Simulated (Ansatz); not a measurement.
Compare A (`[SiH3]CO[SiH2]Cl`) with its isomer B (`O[SiH2][SiH2]CCl`).

Program: Ansatz. Geometries: PBE0-D4/def2-TZVP. ΔE: electronic, gas phase. CBS: MP2 limit from def2 TZ/QZ plus the TZ coupled-cluster correction, frozen cores. DFT in def2-TZVPP. B3LYP here is the variant with VWN-RPA as its local correlation; programs differ in this. One conformer a species, not always the lowest.

(1) Which isomer does CCSD(T)/CBS put lower? Give the gap. (An estimate is asked.)

(2) Give E(B) − E(A) in kJ/mol with PBE-D4, B2PLYP, PBE0-D4, B3LYP-D4, CCSD(T)/def2-TZVPP, CCSD/def2-TZVPP, HF/def2-TZVPP. (Best estimate.)

Largest T1 diagnostic: 0.011.

## Answers

(1) Ansatz gave: A, by 82.7 kJ/mol.

(2) Computed: PBE-D4 68.3, B2PLYP 89.7, PBE0-D4 73.9, B3LYP-D4 86.3, CCSD(T)/def2-TZVPP 85.0, CCSD/def2-TZVPP 88.0, HF/def2-TZVPP 108.0. None reverses the order clearly.

From PBE to PBE0 (25 % exact exchange), in def2-TZVPP and without D4, E(B) − E(A) moves by +5.6 kJ/mol. In def2-TZVPP, CCSD(T) changes the Hartree–Fock value by −23.0 kJ/mol (the triples alone add −3.0 kJ/mol) and MP2 by −19.0 kJ/mol.
